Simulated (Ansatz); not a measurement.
`F[SiH]([SiH3])Cl` + `[PH2][GeH2][SH]` → `F[SiH]([SiH3])P` + `[SH][GeH2][Cl]`  (redistribution)

Isolated molecules relaxed with PBE0-D4/def2-TZVP in Ansatz; ΔE leaves out vibrations. CCSD(T)/CBS is the MP2 limit (def2-TZVPP, def2-QZVPP) plus CCSD(T) − MP2 in def2-TZVPP, frozen cores. Functionals use def2-TZVPP. HSE06 is defined as in plane-wave codes. For Ge outer-core shells are correlated without core-valence functions, which leaves a few kJ/mol of doubt a bond. Scalar relativity is left out up to krypton. One conformer a species, not always the lowest.

| level | ΔE (kcal/mol) |
| --- | --- |
| revPBE-D4 | 6.9 |
| HSE06-D4 | 7.4 |
| CAM-B3LYP | 8.0 |
| RPA@PBE/def2-TZVPP | 8.0 |

(1) What does CCSD(T)/CBS give? (Estimate.)

Largest T1 diagnostic among the species: 0.014.

Results:

(1) Ansatz gave: +8.4 kcal/mol. The listed levels differ from it by -1.5, -1.0, -0.4, -0.4 kcal/mol.

Leaving LDA and LC-ωPBE aside and taking each functional with its dispersion term where it has one, the values, not all of them listed here, spread over 1.5 kcal/mol, from B97M-V to ωB97M-V. At CCSD(T), def2-SVP lies −1.0 kcal/mol from the extrapolated value and def2-TZVPP −0.3 kcal/mol.
